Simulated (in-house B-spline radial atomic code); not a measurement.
**Binding energies in W⁷⁺**

NIST's tabulated ground configuration is [Xe] 4f13; each binding energy is the energy of the ion with one electron taken from that subshell, relaxed, less that of the parent. Computed with a radial B-spline atomic code at the basis-set limit: Dirac-Hartree-Fock, average of configuration, Fermi nucleus of rms radius 5.3658 fm. Energies include first-order Breit, QED and recoil terms.

```csv
subshell,X-ray name,binding energy (eV),-ε (eV),relaxation (eV)
1s,K,69641.1,70074.7,84.2
2s,L1,12228.6,12320.5,48.7
2p1/2,L2,11664.9,11760.4,53.2
2p3/2,L3,10327.6,10405.0,50.1
3s,M1,2948.4,2982.9,25.9
3p3/2,M3,2406.9,2437.0,25.3
3d3/2,M4,1993.4,2024.5,28.0
3d5/2,M5,1931.1,1960.4,27.4
4s,N1,721.5,732.4,8.9
4p1/2,N2,617.7,628.1,8.8
4p3/2,N3,549.4,558.0,7.8
4d3/2,N4,378.2,386.1,7.5
4d5/2,N5,365.6,372.9,7.1
5s,O1,189.5,190.8,0.9
5p1/2,O2,153.2,154.3,0.9
4f,"N6,7",149.5,155.5,6.2
5p3/2,O3,141.4,142.2,0.7
```

Relaxation = -ε minus the binding energy without Breit, QED and recoil terms.

Emission lines follow as differences of binding energies, with λ = 12398.42 eV·Å / E:

| line | holes | energy (eV) | wavelength (Å) |
| --- | --- | --- | --- |
| K-L3 | 1s → 2p3/2 | 59313.5 | 0.20903 |
| K-L2 | 1s → 2p1/2 | 57976.2 | 0.21385 |
| K-M3 | 1s → 3p3/2 | 67234.2 | 0.18441 |
| L3-M5 | 2p3/2 → 3d5/2 | 8396.5 | 1.4766 |
| L2-M4 | 2p1/2 → 3d3/2 | 9671.5 | 1.282 |
| L1-M3 | 2s → 3p3/2 | 9821.7 | 1.2623 |
| L3-M1 | 2p3/2 → 3s | 7379.2 | 1.6802 |
| L2-N4 | 2p1/2 → 4d3/2 | 11286.7 | 1.0985 |

(1) What screening constant σ does Moseley's law, E = (3/4)·13.6057 eV·(Z - σ)², need for K-L3?

Moseley's non-relativistic formula needs a falling, then negative, screening constant for heavy elements, because relativity binds the 1s electron more strongly than the formula allows.

(2) What does it cost to remove both a 1s and a 3p3/2 electron?

(3) What does it cost to remove both a 3d3/2 and a 5p3/2 electron?

Answers

(1) σ = -2.24.

(2) 72158 eV, which is 110.4 eV more than the two single binding energies together.

(3) 2157.3 eV, which is 22.49 eV more than the two single binding energies together.
